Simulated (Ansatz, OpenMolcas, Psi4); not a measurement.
## How methods differ on GeCl2 (germanium dichloride)

GeCl2 has 3 atoms, charge 0, and is taken as a singlet. As SMILES, `Cl[Ge]Cl`. The shape is that of a PBE0-D4/def2-TZVP optimisation.

```
atom    x (Å)    y (Å)    z (Å)
  Cl  -0.0654  -1.6817   0.4227
  Ge  -0.4212   0.0672  -0.8320
  Cl   0.4866   1.6145   0.4093
```

Each level gives the energy change with the Cl1–Ge2 bond stretched from 2.182 to 3.927 Å (eV). The values are calculated.

```json
{"level": "revPBE/aug-cc-pVDZ (restricted)", "kind": "GGA", "program": "Psi4", "value (eV)": "2.66", "CPU time (all runs)": "3.9 min"}
{"level": "M06-L/aug-cc-pVDZ (restricted)", "kind": "meta-GGA", "program": "OpenMolcas", "value (eV)": "2.93", "CPU time (all runs)": "92 s"}
{"level": "PBE0/aug-cc-pVDZ (restricted)", "kind": "global hybrid", "program": "Ansatz", "value (eV)": "3.23", "CPU time (all runs)": "18 s"}
{"level": "CAM-B3LYP/aug-cc-pVDZ (restricted)", "kind": "range-separated hybrid", "program": "Ansatz", "value (eV)": "3.29", "CPU time (all runs)": "20 s"}
{"level": "wB97X/aug-cc-pVDZ (restricted)", "kind": "range-separated hybrid", "program": "Ansatz", "value (eV)": "3.45", "CPU time (all runs)": "60 s"}
{"level": "PBE-QIDH/aug-cc-pVDZ (restricted)", "kind": "double hybrid", "program": "Ansatz", "value (eV)": "3.49", "CPU time (all runs)": "24 s"}
{"level": "RPA@PBE/aug-cc-pVDZ (restricted)", "kind": "RPA", "program": "Ansatz", "value (eV)": "2.59", "CPU time (all runs)": "39 s"}
{"level": "RPA@PBE0/aug-cc-pVDZ (restricted)", "kind": "RPA", "program": "Ansatz", "value (eV)": "2.95", "CPU time (all runs)": "33 s"}
{"level": "MP2/aug-cc-pVDZ (restricted)", "kind": "perturbation theory", "program": "Ansatz", "value (eV)": "3.40", "CPU time (all runs)": "8.8 s"}
{"level": "CCSD/aug-cc-pVDZ (restricted)", "kind": "coupled cluster or CI", "program": "Ansatz", "value (eV)": "3.30", "CPU time (all runs)": "20 s"}
```

All-electron rows without a relativistic Hamiltonian named are non-relativistic. The first shape isn't each level's own minimum. The values span 2.59 to 3.49 eV. In the correlated wave-function rows the outer d shell of Ge is correlated, in sets not made for it. Times are those of the runs behind each value, whatever else they computed, on shared processors of several kinds: orders of magnitude only.
